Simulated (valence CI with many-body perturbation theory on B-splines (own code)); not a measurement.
## In⁴³⁺: E2, E3, M1, M2 decay

Method: relativistic CI+MBPT: four valence electrons over a frozen Dirac-Fock core [He], a basis of 11 s, 11 p, 9 d, 7 f, 5 g, 2 h, 1 i functions for each j, with the one-electron correlation potential Σ1, the two-electron term Σ2, the three-electron term Σ3, Breit, model QED; selected CI, second order for the rest (own B-spline code, finite nucleus).

No measured spectrum was set against this ion. As an estimate, large intervals hold to a few tenths of a per cent, small ones and those within an open d or f shell to about a per cent. Among the levels kept, up to 260 cm⁻¹ of a level comes from second order outside the variational space, and about a tenth of that is noise between levels of different J, which matters for small intervals.

Lines 1 to 44 of 44 in falling wavelength, among levels below 4642.0 eV, chosen from the decays that carry over 1 % of a level's rate. Wavelengths and rates use the calculated energies. Electric multipoles are in the length gauge, E1 and E2 with the static RPA response of the core. Weak lines are less certain than strong ones. Lines between different terms over intervals too small for the method are left out, as are lines whose strength nearly cancels. The highest levels of a list are the least certain.

Levels are named by their leading jj configuration (3d3/2^4 stands for four electrons in 3d with j = 3/2), which in mixed levels can hold well under half, so a name can repeat and another be missing. Letters in brackets count levels of one name in rising energy.

| λ vac (Å) | Upper | Lower | Type | A (s⁻¹) | Branch % |
| --- | --- | --- | --- | --- | --- |
| 859.1 | (2s^2 2p1/2 2p3/2) J=2 | (2s^2 2p1/2 2p3/2) J=1 | M1 | 8.39e+03 | 12.4 |
| 58.28 | (2s^2 2p1/2 2p3/2) J=1 | (2s^2 2p1/2^2) J=0 | M1 | 6.47e+07 | 100.0 |
| 55.48 | (2s^2 2p3/2^2) J=2 | (2s^2 2p1/2 2p3/2) J=2 | M1 | 5.55e+07 | 37.8 |
| 54.58 | (2s^2 2p1/2 2p3/2) J=2 | (2s^2 2p1/2^2) J=0 | E2 | 5.90e+04 | 87.5 |
| 52.12 | (2s^2 2p3/2^2) J=2 | (2s^2 2p1/2 2p3/2) J=1 | M1 | 5.73e+07 | 39.1 |
| 45.34 | (2s^2 2p3/2^2) J=0 | (2s^2 2p1/2 2p3/2) J=1 | M1 | 1.59e+08 | 80.5 |
| 3.434 | (2s^2 2p3/2 3d5/2) J=4 | (2s 2p3/2^3) J=2 | E2 | 5.31e+08 | 3.7 |
| 3.260 | (2s^2 2p3/2 3d5/2) J=4 | (2s 2p1/2 2p3/2^2) J=2 [b] | E2 | 3.30e+08 | 2.3 |
| 3.217 | (2s^2 2p3/2 3p1/2) J=2 | (2s^2 2p3/2^2) J=0 | E2 | 3.75e+10 | 3.0 |
| 3.214 | (2s^2 2p3/2 3d5/2) J=4 | (2s 2p1/2 2p3/2^2) J=3 | E2 | 9.39e+08 | 6.5 |
| 3.207 | (2s 2p1/2 2p3/2 3p3/2) J=4 | (2s 2p1/2 2p3/2^2) J=2 [b] | E2 | 4.65e+09 | 2.0 |
| 3.206 | (2s^2 2p1/2 3p1/2) J=1 | (2s^2 2p1/2 2p3/2) J=2 | E2 | 1.13e+11 | 25.0 |
| 3.204 | (2s 2p1/2^2 3p1/2) J=0 | (2s 2p1/2^2 2p3/2) J=2 | E2 | 2.12e+11 | 7.6 |
| 3.194 | (2s^2 2p1/2 3p1/2) J=1 | (2s^2 2p1/2 2p3/2) J=1 | E2 | 1.10e+11 | 24.4 |
| 3.190 | (2s^2 2p3/2 3p1/2) J=1 | (2s^2 2p3/2^2) J=2 | E2 | 1.20e+11 | 6.6 |
| 3.188 | (2s^2 2p3/2 3d5/2) J=4 | (2s 2p1/2 2p3/2^2) J=2 [a] | E2 | 1.52e+08 | 1.1 |
| 3.188 | (2s^2 2p3/2 3p1/2) J=2 | (2s^2 2p3/2^2) J=2 | E2 | 1.52e+11 | 12.2 |
| 3.185 | (2s^2 2p1/2 3p1/2) J=0 | (2s^2 2p1/2 2p3/2) J=2 | E2 | 2.08e+11 | 12.8 |
| 3.162 | (2s 2p1/2 2p3/2 3p3/2) J=4 | (2s 2p1/2 2p3/2^2) J=3 | E2 | 5.68e+10 | 24.8 |
| 3.159 | (2s 2p1/2 2p3/2 3p3/2) J=0 [b] | (2s 2p1/2 2p3/2^2) J=2 [b] | E2 | 1.01e+11 | 4.9 |
| 3.154 | (2s 2p1/2 2p3/2 3p3/2) J=1 [d] | (2s 2p1/2 2p3/2^2) J=2 [b] | E2 | 6.06e+10 | 1.4 |
| 3.147 | (2s^2 2p3/2 3p3/2) J=3 | (2s^2 2p3/2^2) J=2 | E2 | 6.30e+10 | 1.6 |
| 3.146 | (2s 2p1/2 2p3/2 3p3/2) J=1 [d] | (2s 2p1/2 2p3/2^2) J=1 [a] | E2 | 4.59e+10 | 1.1 |
| 3.144 | (2s 2p1/2^2 3p3/2) J=2 | (2s 2p1/2^2 2p3/2) J=2 | E2 | 7.58e+10 | 1.7 |
| 3.143 | (2s^2 2p1/2 3p3/2) J=2 | (2s^2 2p1/2 2p3/2) J=2 | E2 | 7.50e+10 | 10.5 |
| 3.137 | (2s 2p1/2 2p3/2 3p3/2) J=4 | (2s 2p1/2 2p3/2^2) J=2 [a] | E2 | 3.31e+09 | 1.4 |
| 3.131 | (2s^2 2p1/2 3p3/2) J=2 | (2s^2 2p1/2 2p3/2) J=1 | E2 | 3.40e+10 | 4.7 |
| 3.118 | (2s^2 2p3/2 3p3/2) J=0 | (2s^2 2p3/2^2) J=2 | E2 | 2.18e+11 | 3.1 |
| 3.110 | (2s 2p1/2 2p3/2 3d5/2) J=5 | (2s 2p1/2 2p3/2^2) J=3 | M2 | 2.64e+09 | 26.0 |
| 3.110 | (2s 2p1/2 2p3/2 3d5/2) J=5 | (2s 2p1/2 2p3/2^2) J=3 | E3 | 1.09e+08 | 1.1 |
| 3.091 | (2s 2p1/2 2p3/2 3p3/2) J=0 [b] | (2s 2p1/2 2p3/2^2) J=2 [a] | E2 | 3.73e+10 | 1.8 |
| 3.089 | (2s^2 2p3/2 3d5/2) J=4 | (2s^2 2p3/2^2) J=2 | M2 | 2.48e+09 | 17.2 |
| 3.089 | (2s^2 2p3/2 3d5/2) J=4 | (2s^2 2p3/2^2) J=2 | E3 | 1.64e+08 | 1.1 |
| 3.031 | (2s^2 2p3/2 3d5/2) J=4 | (2s 2p1/2^2 2p3/2) J=2 | E2 | 1.62e+09 | 11.2 |
| 2.985 | (2s 2p1/2 2p3/2 3p3/2) J=4 | (2s 2p1/2^2 2p3/2) J=2 | E2 | 1.21e+11 | 52.7 |
| 2.978 | (2s^2 2p3/2 3p3/2) J=3 | (2s^2 2p1/2 2p3/2) J=2 | E2 | 4.24e+10 | 1.1 |
| 2.978 | (2s 2p1/2 2p3/2 3p3/2) J=1 [d] | (2s 2p1/2^2 2p3/2) J=1 | E2 | 8.15e+10 | 1.9 |
| 2.972 | (2s^2 2p1/2 3p3/2) J=2 | (2s^2 2p1/2^2) J=0 | E2 | 1.00e+11 | 14.0 |
| 2.968 | (2s^2 2p3/2 3p3/2) J=3 | (2s^2 2p1/2 2p3/2) J=1 | E2 | 5.95e+10 | 1.5 |
| 2.952 | (2s^2 2p3/2 3p3/2) J=0 | (2s^2 2p1/2 2p3/2) J=2 | E2 | 1.18e+11 | 1.7 |
| 2.939 | (2s 2p1/2 2p3/2 3d5/2) J=5 | (2s 2p1/2^2 2p3/2) J=2 | E3 | 3.00e+08 | 3.0 |
| 2.926 | (2s^2 2p3/2 3d5/2) J=4 | (2s^2 2p1/2 2p3/2) J=2 | M2 | 8.54e+08 | 5.9 |
| 2.916 | (2s^2 2p3/2 3d5/2) J=4 | (2s^2 2p1/2 2p3/2) J=1 | E3 | 1.96e+08 | 1.4 |
| 2.849 | (2s 2p1/2 2p3/2 3d3/2) J=4 | (2s^2 2p1/2 2p3/2) J=2 | E2 | 1.87e+11 | 33.8 |
